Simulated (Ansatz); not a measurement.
C₂H₉BOSi, relaxed with RKS PBE0-D4/def2-TZVP in the Gaussian-basis code of Ansatz from a PBE-D4/def2-SVP geometry. The force threshold is 0.005 eV/Å; the program also tests the step.

Charge 0, multiplicity 1. The bonds changed during the relaxation, so this is another structure than the one it started from.

Start:

```xyz
14

B     1.359    0.020    0.004
C     0.097    0.520    0.676
C    -0.926    1.416    0.036
O    -0.195    0.143    1.928
Si    0.302   -1.558   -0.846
H     1.680    0.597   -1.029
H     2.180   -0.579    0.682
H    -0.731    1.559   -1.042
H    -0.884    2.413    0.527
H    -1.960    1.023    0.167
H    -1.110    0.412    2.159
H     1.314   -2.359   -1.626
H    -0.785   -1.136   -1.808
H    -0.340   -2.469    0.173
```

How much energy does the relaxation release, and in how many steps? (An estimate is asked.)

Ansatz gave: 0.06 eV, in 9 steps.

Which bonds change most? (Best estimate.)

Computed: Si5–H12 from 1.508 to 1.487 Å; B1–H6 from 1.226 to 1.205 Å; B1–C2 from 1.515 to 1.494 Å; B1–H7 from 1.222 to 1.202 Å.

Give the relaxed structure. (An estimate is asked.)

Ansatz gave: 
```xyz
14

B     1.372    0.039    0.009
C     0.113    0.507    0.663
C    -0.906    1.385    0.017
O    -0.194    0.131    1.902
Si    0.265   -1.521   -0.813
H     1.671    0.594   -1.018
H     2.180   -0.562    0.665
H    -0.680    1.547   -1.035
H    -0.898    2.354    0.527
H    -1.917    0.968    0.105
H    -1.104    0.367    2.121
H     1.264   -2.294   -1.599
H    -0.819   -1.094   -1.745
H    -0.347   -2.422    0.202
```
